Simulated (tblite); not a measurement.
CH₁₂N₂Si₄.
SMILES with atom numbers: `[CH3:1][Si@@:2]1([NH2:3])[SiH2:4][SiH2:5][Si@@H:6]1[NH2:7]` (hydrogens: H8, H9, H10 on C1; H11, H12 on N3; H13, H14 on Si4; H15, H16 on Si5; H17 on Si6; H18, H19 on N7)

Structure used (GFN2-xTB), in Å, numbered top down from 1:
```
atom  x, y, z in Å
C1    -1.9449   -1.0648    1.3650
Si2   -0.8818   -0.2406    0.0144
N3    -1.7291   -0.6458   -1.4488
Si4   -0.2917    2.0061    0.5617
Si5    1.9676    1.3573    0.6679
Si6    1.4089   -0.8039   -0.0695
N7     1.8272   -0.8668   -1.7550
H8    -2.1110   -2.1191    1.1677
H9    -1.4549   -0.9796    2.3298
H10   -2.9174   -0.5899    1.4535
H11   -2.7328   -0.5564   -1.4919
H12   -1.3256   -0.3541   -2.3241
H13   -0.8738    2.6218    1.7677
H14   -0.5848    3.0304   -0.4584
H15    2.9263    2.1440   -0.1239
H16    2.5616    1.4151    2.0143
H17    1.9500   -1.9780    0.6589
H18    2.7980   -0.7863   -2.0133
H19    1.3983   -1.5801   -2.3234
```

Computed with GFN2-xTB (tblite): harmonic, unscaled wavenumbers at the GFN2-xTB geometry, gas phase. Errors from tens to a few hundred cm⁻¹ against measured bands are possible. Modes of hydrogen on silicon can be 10 to 20 % off. One conformer, not necessarily the lowest.

Harmonic wavenumbers (cm⁻¹): 45.2, 77.6, 107.5, 114.2, 132.9, 156.9, 170.7, 174.2, 210.1, 234.7, 257.9, 292.7, 339.6, 351.1, 363.9, 382.5, 410.3, 431.5, 461.8, 486.0, 521.1, 553.5, 586.6, 605.7, 647.5, 714.3, 776.0, 795.0, 812.3, 821.6, 832.5, 850.1, 855.0, 876.6, 1373.5, 1500.9, 1506.3, 1523.9, 1543.6, 2023.5, 2114.4, 2136.6, 2142.4, 2156.3, 3032.2, 3038.3, 3043.3, 3452.8, 3460.2, 3488.9, 3500.7.

A = 1345, B = 1047, C = 760.7 MHz; mass 164.008 u (most abundant isotopes); point group C1, symmetry number 1.

Task: What is the zero-point energy?

Result: ½Σν̃ = 28243 cm⁻¹ = 80.75 kcal/mol.

Task: Entropy at 500 K, 1 bar (ideal gas, RRHO, classical rotation)?

Result: Translation 43.79, rotation 31.63, vibration 72.31: S = 147.7 cal/(mol K).

Task: And Cp and H(500 K) − H(0)?

Result: Cp = 68.46 cal/(mol K), of which vibrations give 60.51 (their classical limit is 51 R = 101.3); H(500 K) − H(0) = 22.08 kcal/mol without the zero-point energy, 18.11 from vibrations.

Task: Blend soft modes into free rotors: weight 1/[1 + (100 cm⁻¹/ν̃)⁴] for the oscillator and the rest for a rotor with moment μB/(μ + B), μ = h/(8π²ν), B = 10⁻⁴⁴ kg m². What vibrational entropy results?

Result: 68.28 cal/(mol K) in place of 72.31, which changes −T·S at 500 K by +2.02 kcal/mol.

Task: What must be added to the electronic energy to get the Gibbs energy at 500 K and 1 bar?

Result: ZPE + [H(500 K) − H(0)] − T·S = 80.75 + 22.08 − 73.86 = 28.97 kcal/mol.

Task: How do the functions run with temperature in this model?

Result: 
| T (K) | S (cal/(mol K)) | Cp (cal/(mol K)) | H − H(0) (kcal/mol) | G − H(0) (kcal/mol) | ln q(vib) |
| --- | --- | --- | --- | --- | --- |
| 50 | 60.8 | 15.0 | 0.52 | -2.51 | 0.57 |
| 100 | 74.4 | 25.2 | 1.53 | -5.90 | 2.19 |
| 298.15 | 116.1 | 53.5 | 9.62 | -25.00 | 10.32 |
| 373.15 | 128.9 | 60.1 | 13.90 | -34.20 | 13.34 |
| 750 | 177.7 | 79.5 | 40.68 | -92.62 | 26.57 |
| 1000 | 201.7 | 87.0 | 61.55 | -140.15 | 33.80 |

q(vib) and H(0) count from the zero-point level.

Hindered rotation and anharmonicity are outside this model. Other conformers, if any are populated, would add a mixing term that is left out. The structure is chiral; the term R ln 2 for an equal mix with its mirror image is left out.

On one thread, Intel Xeon at 2.50 GHz (x86_64), shared host, this took 4.1 s wall. This covers the Hessian and the dipole derivatives.
